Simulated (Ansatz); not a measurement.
Geometry optimisation, RKS B3LYP/def2-SVP in Ansatz.

Input file:

```yaml
crystal:
  periodic: [false, false, false]
  atoms:
    - { symbol: Al, position_ang: [0.341336, -2.608063, 0.261501] }
    - { symbol: F, position_ang: [1.701975, -1.750524, -0.359356] }
    - { symbol: F, position_ang: [-0.699043, -3.355576, -0.770316] }
    - { symbol: F, position_ang: [0.202301, -2.795801, 1.890989] }
    - { symbol: H, position_ang: [0.875787, 0.262411, -0.504893] }
    - { symbol: O, position_ang: [-0.033041, 0.480948, -0.249665] }
    - { symbol: Si, position_ang: [-0.479981, 2.087196, -0.100509] }
    - { symbol: H, position_ang: [0.16093, 2.740248, 1.078285] }
    - { symbol: H, position_ang: [-0.115963, 2.863069, -1.322447] }
    - { symbol: H, position_ang: [-1.9541, 2.076092, 0.076411] }
basis:
  gaussian: { orbitals: def2-SVP }
hamiltonian:
  xc: b3lyp
relax:
  f_tol: 0.03
  max_steps: 50
```

Launched with:

```bash
$ ansatz run input.yaml --threads 2 --pin off --max-ram 3072MiB --backend cpu --events-out ev --progress --plain --runs-dir out
```

Problem. Where does it end, and by what steps?

Solution. The forces met the threshold. The force dipped under the threshold on the way, but the program's further checks kept it going. After 30 steps the energy has fallen by 1.215 eV; F4 moved furthest, 2.00 Å. Joined: Al1–O6.

```json
{"step": "0", "energy less start (eV)": "0.0000", "largest force component (eV/Å)": "1.327", "accepted": "yes"}
{"step": "2", "energy less start (eV)": "-0.3027", "largest force component (eV/Å)": "0.929", "accepted": "yes"}
{"step": "4", "energy less start (eV)": "-0.8363", "largest force component (eV/Å)": "1.170", "accepted": "yes"}
{"step": "6", "energy less start (eV)": "-1.0679", "largest force component (eV/Å)": "0.881", "accepted": "yes"}
{"step": "8", "energy less start (eV)": "-1.1286", "largest force component (eV/Å)": "0.597", "accepted": "yes"}
{"step": "10", "energy less start (eV)": "-1.1588", "largest force component (eV/Å)": "0.131", "accepted": "yes"}
{"step": "12", "energy less start (eV)": "-1.1783", "largest force component (eV/Å)": "0.237", "accepted": "yes"}
{"step": "14", "energy less start (eV)": "-1.1917", "largest force component (eV/Å)": "0.136", "accepted": "yes"}
{"step": "16", "energy less start (eV)": "-1.2005", "largest force component (eV/Å)": "0.493", "accepted": "yes"}
{"step": "18", "energy less start (eV)": "-1.2067", "largest force component (eV/Å)": "0.045", "accepted": "yes"}
{"step": "20", "energy less start (eV)": "-1.2027", "largest force component (eV/Å)": "0.666", "accepted": "no"}
{"step": "22", "energy less start (eV)": "-1.2084", "largest force component (eV/Å)": "0.024", "accepted": "yes"}
{"step": "24", "energy less start (eV)": "-1.2111", "largest force component (eV/Å)": "0.221", "accepted": "yes"}
{"step": "26", "energy less start (eV)": "-1.2145", "largest force component (eV/Å)": "0.020", "accepted": "yes"}
{"step": "28", "energy less start (eV)": "-1.2149", "largest force component (eV/Å)": "0.017", "accepted": "yes"}
{"step": "30", "energy less start (eV)": "-1.2152", "largest force component (eV/Å)": "0.028", "accepted": "yes"}
```

```xyz
10
Properties=species:S:1:pos:R:3
Al 0.295 -1.630 0.150
F 1.895 -2.031 0.378
F -0.569 -2.603 -0.888
F -0.537 -0.986 1.468
H 0.780 0.269 -1.509
O 0.329 0.097 -0.670
Si -0.424 1.451 0.156
H 0.284 1.693 1.428
H -0.185 2.563 -0.803
H -1.868 1.176 0.292
```

Whether the end is a true minimum wasn't checked by a vibrational analysis.

Time of the run: 89 s on 2 threads of Arm Neoverse V2, on a shared host, peak memory 0.25 GiB.
